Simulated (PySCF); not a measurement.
Electronic structure of I (iodine, neutral) at the UHF level

Configuration: [Kr] 4d10 5s2 5p4 5d1, one real determinant (an excited configuration). Computed with PySCF 2.14 in aug-cc-pVDZ-PP with ECP28MDF (5s4p3d, 32 functions), with scalar relativity through the core potential.

- Total energy: -294.325793 hartree
- One-electron energy: -511.4801 hartree
- Hartree (Coulomb) energy: 238.1415 hartree
- Exchange energy: -20.9872 hartree
- ⟨S²⟩: 3.7601
- ⟨L²⟩: 8.031
- Sum of ⟨r⟩: 32.84 bohr
- Sum of ⟨r²⟩: 64.45 bohr²
- Traceless quadrupole moment −½Σ⟨3z² − r²⟩ along its main axis: 0.825 e·bohr²

```tsv
shell	electrons	mean orbital energy (hartree)	spread (hartree)	rms radius, mean of both spins (bohr)
4s α	1	-7.83812	0	0.796
4s β	1	-7.81993	0	0.796
4p α	3	-5.66269	0.02390	0.853
4p β	3	-5.64409	0.00075	0.853
4d α	5	-2.38868	0.03023	0.997
4d β	5	-2.37319	0.01247	0.997
5s α	1	-1.01076	0	2.11
5s β	1	-0.81851	0	2.11
5p α	3	-0.50246	0.06817	2.59
5p β	1	-0.41438	0	2.59
5d α	1	-0.03275	0	3.62
```

⟨L²⟩ = 8.03 against 12 for a pure F term, so this real determinant mixes terms. Energies and moments cover only the electrons outside the core potential. The outer electron is Rydberg-like, and this basis confines it to a smaller radius and binds it less than a complete one would.
